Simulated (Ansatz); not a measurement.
Computed with Ansatz on PBE0-D4/def2-TZVP structures; ΔE is electronic, products minus reactants. CCSD(T)/CBS is the MP2 limit (def2-TZVPP, def2-QZVPP) plus CCSD(T) − MP2 in def2-TZVPP, frozen cores. This one scheme is used for every species. Functionals use def2-TZVPP. B3LYP here is the variant with VWN-RPA as its local correlation; programs differ in this. Each species was taken in one conformer, which may not be the lowest.

Reaction (hydrogenolysis of the Si–F bond): `N[Si@H](F)S[Si@@H](N)Cl` + H₂ → `N[SiH2]S[SiH](N)Cl` + H–F

`N[Si@H](F)S[Si@@H](N)Cl`:

```xyz
13

N     0.107   -0.380   -1.950
Si    1.443   -0.314   -0.910
F     1.508   -1.735   -0.184
S     1.249    1.314    0.438
Si   -0.764    1.004    1.071
N    -0.967   -0.600    1.559
Cl   -1.021    2.421    2.552
H    -0.147   -1.224   -2.435
H    -0.277    0.446   -2.375
H     2.779   -0.134   -1.520
H    -1.779    1.323    0.049
H    -0.253   -1.105    2.056
H    -1.878   -1.016    1.650
```

H₂:

Z-matrix (Å, degrees):
```
H
H 1 0.746
```

`N[SiH2]S[SiH](N)Cl`:

```xyz
13

N     1.680    0.873    0.670
Si    0.659   -0.132    1.595
S    -0.190   -1.870    0.608
Si   -0.829   -0.935   -1.168
N    -1.405    0.636   -0.812
Cl    0.672   -0.630   -2.550
H     2.574    0.518    0.369
H     1.249    1.414   -0.066
H    -0.458    0.687    2.121
H     1.442   -0.739    2.697
H    -1.764   -1.873   -1.828
H    -2.081    0.758   -0.074
H    -1.549    1.293   -1.562
```

H–F:

Cartesian coordinates in Å:
```
F 0.281 0.193 -0.309
H -0.281 -0.193 0.309
```

| level | ΔE (kcal/mol) |
| --- | --- |
| PBE | 28.5 |
| PBE0 | 28.5 |
| B3LYP | 30.9 |
| MP2/def2-TZVPP | 30.1 |
| SCS-MP2/def2-TZVPP | 30.3 |
| CCSD(T)/def2-TZVPP | 29.3 |
| SCS-MP2/def2-QZVPP | 30.8 |
| MP2/CBS(def2) | 30.8 |

What does CCSD(T)/CBS give? (Estimate.)

The calculation gave: +30.0 kcal/mol. The listed levels differ from it by -1.5, -1.5, 0.9, 0.1, 0.3, -0.7, 0.8, 0.8 kcal/mol.

Largest T1 diagnostic among the species: 0.011.

In def2-TZVPP, CCSD(T) changes the Hartree–Fock value by −2.1 kcal/mol (the triples alone add −0.0 kcal/mol) and MP2 by −1.3 kcal/mol.
